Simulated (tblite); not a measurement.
Compound: C₅H₉ClO₂Si.
Atom-mapped SMILES: `[CH2:1]=[CH:2][C@@H:3]1[CH2:4][O:5][CH2:6][Si@@H:7]([Cl:8])[O:9]1` (hydrogens: H10, H11 on C1; H12 on C2; H13 on C3; H14, H15 on C4; H16, H17 on C6; H18 on Si7)

Structure used (GFN2-xTB), in Å, numbered top down from 1:
```
atom  x, y, z in Å
C1    -2.3059   -0.0292   -1.0487
C2    -1.8304    0.2625    0.1459
C3    -0.6955   -0.4520    0.8230
C4     0.2888    0.5504    1.4535
O5     0.9338    1.3592    0.5097
C6     1.9566    0.6725   -0.2124
Si7    1.1553   -0.8394   -1.0614
Cl8    2.3678   -2.4228   -1.2096
O9    -0.0063   -1.3259   -0.0385
H10   -1.9006   -0.8345   -1.6372
H11   -3.1248    0.5201   -1.4793
H12   -2.2552    1.0605    0.7381
H13   -1.1031   -1.0779    1.6312
H14    1.0305   -0.0117    2.0416
H15   -0.2550    1.2279    2.1158
H16    2.3561    1.4128   -0.9038
H17    2.7628    0.3982    0.4846
H18    0.6165   -0.4643   -2.3639
```

All values are computed: GFN2-xTB (tblite) harmonic vibrations without scaling, gas phase. Against measured fundamentals such values can be off by several per cent, at times by over 20. Modes of hydrogen on silicon can be 10 to 20 % off. One conformer, not necessarily the lowest.

Harmonic wavenumbers (cm⁻¹): 48.4, 88.1, 103.6, 135.9, 191.7, 251.4, 288.4, 298.9, 372.5, 431.6, 518.9, 548.9, 561.6, 648.8, 695.2, 721.7, 744.3, 784.9, 821.8, 872.0, 901.7, 926.8, 1003.4, 1011.1, 1017.9, 1047.7, 1112.1, 1145.4, 1191.6, 1234.3, 1265.6, 1278.8, 1282.0, 1293.9, 1335.3, 1401.4, 1450.0, 1454.0, 1715.4, 2284.8, 2850.3, 2865.8, 2871.1, 2979.4, 3003.3, 3072.4, 3112.5, 3139.1.

A = 1907, B = 879.5, C = 715.4 MHz; mass 164.006 u (most abundant isotopes); point group C1, symmetry number 1.

Task: Zero-point energy?

Result: ½Σν̃ = 29188 cm⁻¹ = 349.16 kJ/mol.

Task: Give the ideal-gas entropy at 350 K and 1 bar in the rigid-rotor, harmonic-oscillator model (classical rotation).

Result: Translation 175.79, rotation 127.41, vibration 139.73: S = 442.9 J/(mol K).

Task: And Cp and H(350 K) − H(0)?

Result: Cp = 184.00 J/(mol K), of which vibrations give 150.74 (their classical limit is 48 R = 399.1); H(350 K) − H(0) = 37.70 kJ/mol without the zero-point energy, 26.06 from vibrations.

Task: What must be added to the electronic energy to get the Gibbs energy at 350 K and 1 bar?

Result: ZPE + [H(350 K) − H(0)] − T·S = 349.16 + 37.70 − 155.03 = 231.83 kJ/mol.

Task: How do the functions run with temperature in this model?

Result: 
| T (K) | S (J/(mol K)) | Cp (J/(mol K)) | H − H(0) (kJ/mol) | G − H(0) (kJ/mol) | ln q(vib) |
| --- | --- | --- | --- | --- | --- |
| 50 | 250.1 | 53.8 | 2.06 | -10.45 | 0.45 |
| 100 | 294.5 | 76.3 | 5.33 | -24.12 | 1.56 |
| 298.15 | 415.2 | 161.7 | 28.73 | -95.07 | 6.53 |
| 373.15 | 455.0 | 193.5 | 42.07 | -127.72 | 8.44 |
| 500 | 518.2 | 238.4 | 69.59 | -189.50 | 11.69 |
| 750 | 627.2 | 298.3 | 137.30 | -333.08 | 17.90 |
| 1000 | 718.5 | 335.8 | 216.89 | -501.61 | 23.66 |

q(vib) and H(0) count from the zero-point level.

Hindered rotation and anharmonicity are outside this model. Other conformers, if any are populated, would add a mixing term that is left out. The structure is chiral; the term R ln 2 for an equal mix with its mirror image is left out.
